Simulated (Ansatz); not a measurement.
C4H4N, doublet, geometry from GFN2-xTB; BLYP/6-31G** (Ansatz, a program for electronic structure).

Here is a job for Ansatz.
Ansatz 0.2 input:
```yaml
crystal:
  periodic: [false, false, false]
  atoms:
    - {symbol: C, position_ang: [0.44026225, -1.15379884, 0.13015778]}
    - {symbol: C, position_ang: [-0.86976968, -0.81726522, 0.01241725]}
    - {symbol: N, position_ang: [-0.90895799, 0.54555218, -0.10885629]}
    - {symbol: C, position_ang: [0.35940770, 1.03770577, -0.06606273]}
    - {symbol: C, position_ang: [1.23745972, -0.00789219, 0.08423391]}
    - {symbol: H, position_ang: [-1.75826631, -1.41388996, 0.00436430]}
    - {symbol: H, position_ang: [-1.74315807, 1.10039135, -0.21347371]}
    - {symbol: H, position_ang: [0.55591284, 2.08925840, -0.14432913]}
    - {symbol: H, position_ang: [2.30405753, 0.05287791, 0.15095533]}
basis:
  gaussian:
    orbitals: 6-31G__.json
    fitting: {mean_field: cc-pVTZ-JKFIT}
hamiltonian:
  xc: blyp
magnetization: {spin_polarized: true, initial_magnetization: 1}
```
The basis file holds 6-31G** in the JSON format of the Basis Set Exchange.

What the program printed (banner, timings and long lists left out):

```
Functional definition: BLYP
515 factors; integrals over basis functions are off by at most 1.6e-1 eV
mean field evaluation 1: about -5689.4184 eV, gradient 4.1e1 eV
mean field evaluation 2: about -5680.9422 eV, gradient 6.0e1 eV
mean field evaluation 4: about -5697.6051 eV, gradient 5.2e0 eV
mean field evaluation 8: about -5697.7295 eV, gradient 6.2e-2 eV
mean field evaluation 16: about -5697.7296 eV, gradient 4.2e-5 eV
mean field evaluation 32: about -5697.7296 eV, gradient 4.2e-5 eV
mean field -5697.72956283 eV, -209.3876993741 hartree, gradient 4.2e-5 eV, S^2 0.754490; 3 other end points of the search recorded, 0 dependent functions left out
reference -5697.72982096 eV, -209.3877088602 hartree; 18, 17 occupied and 77, 78 virtual orbitals, 515 factors
Total energy: -5697.72982096 eV, -209.3877088602 hartree
```
